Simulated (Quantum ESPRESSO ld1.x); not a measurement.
Trend from Co4+ to Ir4+: ionisation energy by Delta-SCF between NIST ground configurations, and size. Method: Dirac Kohn-Sham, PBE, spin-unpolarised, spherical densities, point nucleus; open shells fill j = l - 1/2 first; computed with ld1.x of Quantum ESPRESSO 7.5.

species  configuration  IE (eV)  NIST (eV)       kind   -e(HOMO) (eV)
Co4+          [Ar] 3d5   77.167       79.5  semi-emp.  65.803 (3d5/2)
Rh4+          [Kr] 4d5   62.262         63     theory  54.269 (4d5/2)
Ir4+     [Xe] 4f14 5d5   56.605         57     theory  49.499 (5d5/2)

Reference values: NIST Atomic Spectra Database (exp. = measured, semi-emp. = semi-empirical, theory = theoretical value adopted there). Spin polarisation and multiplet splitting are left out, so open shells lie too high by an amount that depends on their filling.

Beside tabulated values, note that spin-unpolarised runs miss the spin-polarisation part of the exchange energy of open shells.
